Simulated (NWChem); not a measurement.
MgNH₃O; SMILES [NH2][Mg][OH]

```xyz
6

Mg     0.0001    -0.0452    -0.0105
O     -0.0006    -1.8119     0.0242
H      0.0042    -2.7465    -0.1501
N     -0.0002     1.8416     0.0078
H     -0.8160     2.4468     0.0133
H      0.8162     2.4461     0.0144
```
Atoms are numbered in this order, from 1.

Computed with NWChem. Structure relaxed at the PBE0/def2-SVP level.

### Question
Taking TPSS/pcseg-2 as the yardstick, which of these has the fewest basis functions while keeping “highest occupied level (eV)” within 0.05 eV of it: TPSS/aug-pcseg-1; TPSS/pcseg-1; TPSS/def2-SVP?

### Answer
none of them.
```
level             basis functions  highest occupied level (eV)  relative time (rough)
----------------  ---------------  ---------------------------  ---------------------
TPSS/pcseg-1                   53                        -4.44                      1
TPSS/def2-SVP                  61                        -4.74                      1
TPSS/aug-pcseg-1               87                        -5.04                      3
TPSS/pcseg-2                  121                        -4.95                      4
```

The yardstick is one finite set, not the basis-set limit.
